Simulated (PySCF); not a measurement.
Compound: C₃H₈B (charge -1).
SMILES: `[BH3-]/C=C/C`

The closed-shell ground state was solved at several levels (PySCF, density fitting, gas phase, non-relativistic). Isolated species at its PBE0-D3(BJ)/def2-SVP geometry, gas phase. The geometry's basis has no diffuse functions, a weakness for an anion. No diffuse functions stand in pcJ-1, pcSseg-1 and pcSseg-2, which bears on an anion's orbital energies.

```
        level  basis functions  HOMO (eV)  LUMO (eV)  gap (eV)
PBE0/pcSseg-1              108      -1.32       5.44      6.76
  B3LYP/pcJ-1              188      -1.15       5.15      6.30
PBE0/pcSseg-2              256      -1.43       4.12      5.55
```

Problem. Estimate the row for wB97X-D/def2-SVPD, a basis of 144 functions; the other rows only guide the guess.

Solution. HOMO -3.24 eV, LUMO 5.81 eV, gap 9.05 eV.

Problem. Over all these levels, which gives the widest orbital gap and which the narrowest?

Solution. wB97X-D/def2-SVPD (range-separated hybrid) has the widest, 9.05 eV, and PBE0/pcSseg-2 (global hybrid, 25 % exact exchange) the narrowest, 5.55 eV. Functional and basis both differ between the two, so the spread mixes both effects.
